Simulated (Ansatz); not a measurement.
FH₆NSi₂Zn (`[F][Zn][N]([SiH3])[SiH3]`) at its PBE0-D4/def2-TZVP geometry, where that method's forces vanish. Total charge 0; spin multiplicity 1.

```tsv
atom	x (Å)	y (Å)	z (Å)
F1	1.724	-3.211	-1.034
Zn2	0.932	-1.736	-0.559
N3	0.107	-0.199	-0.064
Si4	-0.839	-0.207	1.381
Si5	0.308	1.196	-1.062
H6	-0.323	0.765	2.383
H7	-2.263	0.135	1.109
H8	-0.783	-1.575	1.970
H9	1.183	0.828	-2.212
H10	0.947	2.317	-0.319
H11	-0.994	1.687	-1.593
```

(1) For each bond, give half the difference of the two atoms' forces along it (eV/Å; positive pushes the atoms apart) under PBE-D4, r2SCAN-D4, B3LYP-D4, ωB97M-V in def2-TZVPP. (Estimate.)

Results:

(1) Computed: 
```tsv
bond	length (Å)	PBE-D4	r2SCAN-D4	B3LYP-D4	ωB97M-V
F1–Zn2	1.740	0.21	-0.10	0.08	0.02
Zn2–N3	1.813	-0.19	-0.06	0.07	0.04
N3–Si4	1.727	0.18	0.08	0.09	0.09
N3–Si5	1.727	0.18	0.08	0.09	0.09
Si4–H6	1.489	0.05	-0.02	-0.08	-0.13
Si4–H7	1.489	0.04	-0.02	-0.09	-0.13
Si4–H8	1.490	0.00	-0.05	-0.10	-0.10
Si5–H9	1.490	0.00	-0.05	-0.10	-0.10
Si5–H10	1.489	0.05	-0.02	-0.08	-0.13
Si5–H11	1.489	0.04	-0.02	-0.09	-0.13
```

B3LYP here is the variant with VWN-RPA as its local correlation; programs differ in this.
